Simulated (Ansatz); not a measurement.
C2H2F2, SMILES C=C(F)F.

Geometry: PBE0-D3(BJ)/def2-SVP.

Two levels are set side by side: PBE/def2-SVPD (Ansatz, a first-principles code) and CAM-B3LYP/def2-SVPD (Ansatz). Energy differences of separate SCF runs at the same geometry; the states with an electron removed or added have multiplicity 2 and 2. Differences are taken from unrounded values.

```tsv
quantity	CAM-B3LYP
vertical ionisation energy (eV)	10.56
vertical singlet–triplet gap (eV)	4.62
```

Question: What does PBE give, and how far is it from CAM-B3LYP? (Estimate from the structure and the level; the computed values follow.)

Answer: 
```csv
quantity,PBE,PBE minus CAM-B3LYP
vertical ionisation energy (eV),10.35,-0.21
vertical singlet–triplet gap (eV),4.75,0.12
```
